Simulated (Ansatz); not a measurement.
`[OH][Zn][SH]` + H₂S → `[SH][Zn][SH]` + H₂O  (ligand exchange at a Zn–O bond)

Computed with Ansatz on PBE0-D4/def2-TZVP structures; ΔE is electronic, products minus reactants. CCSD(T)/CBS adds triple-zeta CCSD(T) − MP2 to the extrapolated MP2 energy (def2 sets, frozen cores). This one scheme is used for every species. Functionals use def2-TZVPP. For Zn outer-core shells are correlated without core-valence functions, which leaves a few kJ/mol of doubt a bond. Scalar relativity is left out up to krypton. Each species was taken in one conformer, which may not be the lowest.

`[OH][Zn][SH]`:

```xyz
5

O    -0.569   -0.510   -1.716
Zn   -0.274   -0.103   -0.015
S    -0.038    0.468    2.043
H    -0.038   -1.225   -2.070
H     0.918    1.370    1.757
```

H₂S:

Cartesian coordinates in Å:
```
S 0.343 -0.228 0.463
H -0.886 -0.496 -0.002
H 0.543 0.724 -0.461
```

`[SH][Zn][SH]`:

```xyz
5

S     1.953    0.993   -0.130
Zn   -0.099    0.341    0.065
S    -2.162   -0.270    0.267
H     2.149    0.260   -1.240
H    -1.842   -1.324    1.039
```

H₂O:

Z-matrix (Å, degrees):
```
O
H 1 0.960
H 1 0.960 2 105.1
```

CCSD(T)/CBS gives -14.4 kcal/mol.

**Question.** Another level gave -14.2 kcal/mol. Which?
A. r2SCAN0-D4/def2-TZVPP
B. RPA@PBE/def2-TZVPP
C. CAM-B3LYP-D4/def2-TZVPP
D. PBE-D4/def2-TZVPP

**Answer.** D. PBE-D4 -14.2, CAM-B3LYP-D4 -12.7, r2SCAN0-D4 -15.6, RPA@PBE/def2-TZVPP -11.2 kcal/mol.

Largest T1 diagnostic among the species: 0.016.

From PBE to PBE0 (25 % exact exchange), in def2-TZVPP and without D4, ΔE moves by −1.6 kcal/mol. At CCSD(T), def2-SVP lies +2.1 kcal/mol from the extrapolated value and def2-TZVPP +1.3 kcal/mol.
